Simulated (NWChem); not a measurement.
Molecule: C2H3Cl2F; SMILES ClC(F)(C)Cl

Results from NWChem. The level has its own optimisation; frequencies are unscaled.

Question: Predict the results for Hartree-Fock/3-21G. Quantities: r C–C (Å); r C–F (Å); r C–Cl (Å); highest harmonic frequency (cm⁻¹); lowest (cm⁻¹); zero-point energy (kcal/mol); dipole (D).

Answer: r C–C (Å): 1.500
r C–F (Å): 1.360
r C–Cl (Å): 1.856
highest harmonic frequency (cm⁻¹): 3341
lowest (cm⁻¹): 257
zero-point energy (kcal/mol): 32.8
dipole (D): 2.93
